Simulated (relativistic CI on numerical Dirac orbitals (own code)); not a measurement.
## Hyperfine structure of Bi42+, mass number 207

Calculated at this level of theory: Dirac-Coulomb-Breit CI, orbitals from a KLI potential per configuration, QED by a radiative potential, unscaled Slater integrals (own radial code, finite nucleus).

Configuration list (outside the closed core [Ar] 3d10): 4s²4p⁶4d⁵, 4s²4p⁶4d⁴4f, 4s²4p⁵4d⁶, 4s4p⁶4d⁵4f, 4p⁶4d⁷, 4p⁵4d⁸, 4s²4p⁶4d³5s², 4s²4p⁶4d²4f5s², 4s4p⁶4d³4f5s². Double excitations out of closed p, d and f shells are left out; levels of such configurations are missing from the list, as are those of other unlisted configurations, and high levels can miss mixing partners.

Nuclear spin I = 9/2, μ = 4.0729 μN, Q = -0.76 b (tables of Stone and Pyykkö). The electronic factors are computed for point nuclear moments, without core polarisation or the Bohr-Weisskopf and QED corrections.

```tsv
Level	E (cm⁻¹)	A (MHz)	B (MHz)
4s²4p⁶4d⁵ ²D3/2	383898	36630	26500
4s²4p⁶4d⁵ ⁴D7/2	506485	14110	1270
4s²4p⁶4d⁵ ⁴G9/2	518318	17910	2790
```

Levels with J = 0, under 50 % of one LS term, or S terms without an open s electron are left out. Small factors come from cancelling terms and can be off by tens of per cent or more.

At this charge energies of transitions that change n are usually good to better than 1 %, and those within a shell (Δn = 0) to a few per cent.

(1) Give the hyperfine levels of 4s²4p⁶4d⁵ ²D3/2 relative to its centre of gravity.

Results:

(1) With K = F(F + 1) − I(I + 1) − J(J + 1), E = AK/2 + B[¾K(K + 1) − I(I + 1)J(J + 1)]/[2I(2I − 1)J(2J − 1)]: F = 3: -290000, F = 4: -161200, F = 5: 16430, F = 6: 253900 MHz.

LS names give the leading component of a level, which can be under half, so a name can repeat, a term be missing and a line seem to break the LS rules.
